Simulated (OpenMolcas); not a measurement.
**Mg: from CASSCF to CASPT2**

```json
{
 "Program": "OpenMolcas",
 "Basis": "ANO-RCC-VQZP [6s5p3d2f1g]",
 "Scalar Hamiltonian": "DKH2, point nucleus",
 "Active space": "2 electrons in 4 orbitals (3s 3p)",
 "State averaging": "2S+1 = 3 even, 3 roots (0 in the spin-orbit step); 2S+1 = 1 even, 1 root; 2S+1 = 3 odd, 3 roots; 2S+1 = 1 odd, 3 roots",
 "Spin-orbit coupling": "state interaction with AMFI integrals over the reference wave functions, term energies averaged over their components"
}
```

Methods on the same reference wave functions:
A. CASSCF
B. SS-CASPT2, IPEA 0.25 Eh, imaginary shift 0.1 Eh (closed shells correlated: 2s 2p)

Energies in eV above 3s2 1S0, the measured ground level; measured values from NIST Handbook of Basic Atomic Spectroscopic Data.

| Level | A | B | Measured |
| --- | --- | --- | --- |
| 3s2 1S0 | 0.0000 | 0.0000 | 0.0000 |
| 3s 3p 3P* 0 | 2.7122 | 2.715 | 2.7091 |
| 3s 3p 3P* 1 | 2.7141 | 2.717 | 2.7116 |
| 3s 3p 3P* 2 | 2.7180 | 2.721 | 2.7166 |
| 3s 3p 1P* 1 | 4.9896 | 4.631 | 4.3458 |

Deviations, from unrounded energies. A percentage is the sum of absolute deviations over the sum of measured energies, with the sign that they share, or ± where signs differ.

| Against measurement | Levels | A | B |
| --- | --- | --- | --- |
| mean absolute deviation (cm-1) | 4 | 1300 | 610 |
| other configurations (%) | 4 | +5.2 | +2.4 |

B lies closest to measurement on these levels. The largest miss of B in the table is 3s 3p 1P* 1, by +2300 cm-1. The ranking rests on the paired levels alone, and a cruder setting can come out closer through cancelling errors.

The lowest spin-free term lies below A's lowest term by 0.281 hartree in B.

Without dynamic correlation excited terms often stand tens of per cent too high (terms of higher spin than the ground term too low), and those without a measured partner can miss by more than the paired ones (holds for A). Computed and measured levels are paired by configuration, term and J; levels that our copy of the source lacks, or whose pairing is in doubt (as where it misses far off the trend of its configuration), stay unpaired and out of the deviations. Levels of configurations outside the active space are missing.

* marks odd parity.
